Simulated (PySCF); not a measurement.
# Partial charges of `C[Si@@](O)(S)c1ccccc1`

Compound: C7H10OSSi.
Geometry (GFN2-xTB, Å), atoms numbered from 1 in this order:
```xyz
20
C7H10OSSi angstrom
C     -2.7761   -0.4379    0.6215
Si    -1.4394    0.7661    0.0245
O     -1.7356    1.3699   -1.4615
S     -1.4506    2.3909    1.4775
C      0.2863    0.0224   -0.1001
C      0.9482   -0.0546   -1.3211
C      2.2119   -0.6091   -1.4095
C      2.8350   -1.1003   -0.2747
C      2.1899   -1.0292    0.9487
C      0.9276   -0.4715    1.0327
H     -3.7382    0.0597    0.7081
H     -2.5342   -0.8456    1.5971
H     -2.8873   -1.2683   -0.0689
H     -2.5269    1.8673   -1.6557
H     -0.4173    3.0362    0.9608
H      0.4624    0.3285   -2.2049
H      2.7134   -0.6581   -2.3655
H      3.8204   -1.5381   -0.3424
H      2.6725   -1.4066    1.8387
H      0.4329   -0.4110    1.9917
```

Density: PBE0/pcSseg-1 (PySCF); schemes: Mulliken, IAO, Hirshfeld and ESP-fitted. Isolated species at its GFN2-xTB geometry (one conformer only).

Problem. What partial charge does each atom carry?

Solution. In e; atoms taken as equivalent share a row and are averaged (×n: the atom named and its like, n in all):

| atom | environment | Mulliken | IAO | Hirshfeld | ESP-fitted |
| --- | --- | --- | --- | --- | --- |
| C1 | Si-methyl carbon | -0.632 | -0.745 | -0.218 | -0.376 |
| Si2 | oxygen-bound silicon | +1.049 | +1.182 | +0.419 | +0.653 |
| O3 | silanol oxygen | -0.543 | -0.786 | -0.299 | -0.722 |
| S4 | sulfur bonded to Si and H | -0.418 | -0.366 | -0.172 | -0.460 |
| C5 | substituted aromatic carbon | -0.415 | -0.300 | -0.103 | +0.034 |
| C6/C10 | aromatic CH carbon | -0.059 | -0.136 | -0.047 | -0.219 |
| C7/C9 | aromatic CH carbon | -0.066 | -0.153 | -0.049 | -0.097 |
| C8 | aromatic CH carbon | -0.081 | -0.144 | -0.043 | -0.171 |
| H11/H12/H13 | methyl hydrogen | +0.147 | +0.163 | +0.045 | +0.103 |
| H14 | hydroxyl hydrogen | +0.253 | +0.371 | +0.179 | +0.441 |
| H15 | S–H hydrogen | +0.158 | +0.108 | +0.054 | +0.218 |
| H16/H20 | aromatic hydrogen | +0.083 | +0.154 | +0.043 | +0.147 |
| H17/H19 | aromatic hydrogen | +0.090 | +0.153 | +0.051 | +0.133 |
| H18 | aromatic hydrogen | +0.092 | +0.154 | +0.051 | +0.143 |

Mean size of the charges over all atoms: IAO 0.292 e, ESP-fitted 0.236 e, Mulliken 0.234 e, Hirshfeld 0.103 e. Each set sums to the total charge, 0, to within 0.001 e. The Hirshfeld scheme weights the molecular density at each point by an atom's share of the summed free-atom densities.

Some averages cover members that differ in this geometry: C6/C10, ESP-fitted -0.275 to -0.162; C7/C9, ESP-fitted -0.122 to -0.072; H11/H12/H13, ESP-fitted +0.089 to +0.114 e.

Lowest charge. The schemes don't all agree: Mulliken C1 (-0.632); IAO O3 (-0.786); Hirshfeld O3 (-0.299); ESP-fitted O3 (-0.722).

Highest charge. All schemes agree: Mulliken Si2 (+1.049); IAO Si2 (+1.182); Hirshfeld Si2 (+0.419); ESP-fitted Si2 (+0.653).

Problem. Sum the charges by element, for elements with more than one atom.

Solution. 
| element | atoms | Mulliken | IAO | Hirshfeld | ESP-fitted |
| --- | --- | --- | --- | --- | --- |
| C | 7 | -1.378 | -1.767 | -0.556 | -1.144 |
| H | 10 | +1.291 | +1.737 | +0.607 | +1.673 |

Problem. How closely do the schemes follow one another over all atoms?

Solution. Correlation coefficient and root-mean-square difference: IAO with Hirshfeld 0.99, 0.260 e; Mulliken with IAO 0.98, 0.094 e; Mulliken with Hirshfeld 0.97, 0.205 e; Hirshfeld with ESP-fitted 0.94, 0.173 e; IAO with ESP-fitted 0.92, 0.173 e; Mulliken with ESP-fitted 0.87, 0.171 e.

Problem. How many electrons does the IAO scheme count on C6?

Solution. Its own charge is -0.135 e, so Z − q = 6.135.

The run behind these numbers computed NMR shieldings as well. Hardware: one thread, Arm Neoverse N1 (aarch64), shared host. Cost: 94 s, 0.99 GiB resident at most.
